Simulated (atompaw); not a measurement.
**Which change was made? (Ta, PAW (atompaw))**

* Element: Ta
* Generator: atompaw 4.2.0.5
* Type: PAW
* Functional: PBE
* Relativity: non-relativistic
* Frozen core: [Kr] 4d10 4f14
* Valence charge: 13
* Reference configuration: 5s2 5p6 5d3.5 6s1.5 6p0
* Partial waves: 5s (bound): rc 1.50 bohr; 6s (bound): rc 3.00 bohr; 5p (bound): rc 1.75 bohr; 6p (bound, empty): rc 3.00 bohr; 5d (bound): rc 3.00 bohr; 5d channel at 2.2 Ry: rc 3.00 bohr
* Local potential: troulliermartins scheme with l = 3 at 1 Ry, radius 2.75 bohr
* Core correction: smooth core density matched at 1.90 bohr
* Augmentation charge: sinc compensation charge, radius 2.90 bohr; PAW radius 3.00 bohr; waves and projectors: custom rrkj gramschmidtortho

Cutoffs, loose and tight: the cutoffs (Ry, on a coarse ladder) from which the occupation-weighted sum of valence levels, in a spherical-Bessel basis at the reference potential, stays within 10 and 1 mRy of its value at 400 Ry. They see the waves, projectors and local potential, not the compensation charge or the core.

The base gives: outcome: generated; cutoff, loose: 25 Ry; cutoff, tight: 45 Ry; bound ghosts: s.

Task: After one change the result is: outcome: generated; cutoff, loose: 21 Ry; cutoff, tight: 30 Ry; bound ghosts: s. Which change was it?
A. wave 5p (bound): rc 1.75 bohr becomes 5p (bound): rc 2.46 bohr
B. wave 5p (bound): rc 1.75 bohr becomes 5p (bound): rc 2.74 bohr
C. wave 5p (bound): rc 1.75 bohr becomes 5p (bound): rc 1.72 bohr

Result: A. The others give: wave 5p (bound): rc 1.75 bohr becomes 5p (bound): rc 1.72 bohr → outcome: generated; cutoff, loose: 30 Ry; cutoff, tight: 50 Ry; bound ghosts: s | wave 5p (bound): rc 1.75 bohr becomes 5p (bound): rc 2.74 bohr → outcome: generated; cutoff, loose: 18 Ry; cutoff, tight: 30 Ry; bound ghosts: s.
